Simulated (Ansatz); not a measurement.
**Ligand exchange: AuCl + GaH2(SH) → AuSH + GaH2Cl**

Species: AuCl (gold monochloride), singlet; GaH2(SH), singlet; AuSH `[SH][Au]`, singlet; GaH2Cl `[Cl][GaH2]`, singlet. The partners trade Cl for SH: Au–Cl and Ga–SH bonds give way to Au–SH and Ga–Cl.

Shapes, held fixed at every level: PBE0-D4/def2-TZVP. Programs: Ansatz 0.2.0. The zero-point and thermal change to 298 K, harmonic and unscaled (PBE0-D4/def2-TZVP), is -1.5 kJ/mol.

```json
{"level": "r2SCAN-D4/def2-TZVPP", "kind": "meta-GGA", "ΔH(298 K) (kJ/mol)": "-53.0", "less CCSD(T)/def2-TZVPP": "-2.1", "CPU time (sum over the molecules)": "21 s"}
{"level": "r2SCAN0-D4/def2-TZVPP", "kind": "global hybrid", "ΔH(298 K) (kJ/mol)": "-49.9", "less CCSD(T)/def2-TZVPP": "+1.0", "CPU time (sum over the molecules)": "21 s"}
{"level": "wB97M-V/def2-TZVPP", "kind": "range-separated hybrid", "ΔH(298 K) (kJ/mol)": "-41.4", "less CCSD(T)/def2-TZVPP": "+9.5", "CPU time (sum over the molecules)": "38 s"}
{"level": "wB97X-V/def2-TZVPP", "kind": "range-separated hybrid", "ΔH(298 K) (kJ/mol)": "-40.7", "less CCSD(T)/def2-TZVPP": "+10.2", "CPU time (sum over the molecules)": "27 s"}
{"level": "MP2/def2-SVP", "kind": "perturbation theory", "ΔH(298 K) (kJ/mol)": "-63.6", "less CCSD(T)/def2-TZVPP": "-12.7", "CPU time (sum over the molecules)": "–"}
{"level": "CCSD/def2-TZVPP", "kind": "coupled cluster or CI", "ΔH(298 K) (kJ/mol)": "-48.2", "less CCSD(T)/def2-TZVPP": "+2.7", "CPU time (sum over the molecules)": "–"}
{"level": "CCSD(T)/def2-TZVPP", "kind": "coupled cluster or CI", "ΔH(298 K) (kJ/mol)": "-50.9", "less CCSD(T)/def2-TZVPP": "0.0", "CPU time (sum over the molecules)": "50 s"}
```

The highest level, CCSD(T)/def2-TZVPP, gives ΔH(298 K) = -50.9 kJ/mol; the levels span -63.6 to -40.7. The column of differences is taken from that level and isn't an error. No measured value is set beside it here. T1 is large for AuCl, AuSH, so single-reference values are less sure there. For atoms past krypton def2 sets carry core potentials with scalar relativity. Relativity is left out for Ga unless named. Correlated rows may include outer-core shells of Au, Ga, which these sets cover unevenly. Times are processor times on shared x86 and Arm servers, and rough.
